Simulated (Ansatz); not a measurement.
Species: H₁₄Si₆, SMILES `[SiH3][SiH2][Si]([SiH3])([SiH3])[SiH3]` (Si–Si–Si–Si torsion 180°) (charge 0, multiplicity 1).

**Question.** Give a relaxed geometry from Ansatz (a first-principles code) with PBE0-D3(BJ)/def2-SVP.

**Answer.** This is not unique; one that fits is the end point of this relaxation, one of several conformers (outside a Z-matrix the atoms follow the SMILES, hydrogens last).
Bonded distances (Å): Si1–Si2 2.344, Si1–H7 1.495, Si1–H8 1.496, Si1–H9 1.496, Si2–Si3 2.343, Si2–H10 1.498, Si2–H11 1.498, Si3–Si4 2.342, Si3–Si5 2.343, Si3–Si6 2.343, Si4–H12 1.496, Si4–H13 1.496, Si4–H14 1.496, Si5–H15 1.496, Si5–H16 1.495, Si5–H17 1.496, Si6–H18 1.496, Si6–H19 1.495, Si6–H20 1.496. Bond angles (°): Si2–Si1–H7 111.6, Si2–Si1–H8 109.4, Si2–Si1–H9 109.4, H7–Si1–H8 108.9, H7–Si1–H9 108.9, H8–Si1–H9 108.6, Si1–Si2–Si3 108.8, Si1–Si2–H10 110.1, Si1–Si2–H11 110.1, Si3–Si2–H10 109.7, Si3–Si2–H11 109.7, H10–Si2–H11 108.5, Si2–Si3–Si4 109.8, Si2–Si3–Si5 109.1, Si2–Si3–Si6 109.1, Si4–Si3–Si5 109.8, Si4–Si3–Si6 109.8, Si5–Si3–Si6 109.2, Si3–Si4–H12 109.9, Si3–Si4–H13 109.9, Si3–Si4–H14 110.4, H12–Si4–H13 108.9, H12–Si4–H14 108.9, H13–Si4–H14 108.9, Si3–Si5–H15 110.0, Si3–Si5–H16 110.2, Si3–Si5–H17 110.1, H15–Si5–H16 108.8, H15–Si5–H17 108.9, H16–Si5–H17 108.8, Si3–Si6–H18 110.1, Si3–Si6–H19 110.2, Si3–Si6–H20 110.0, H18–Si6–H19 108.8, H18–Si6–H20 108.9, H19–Si6–H20 108.8.
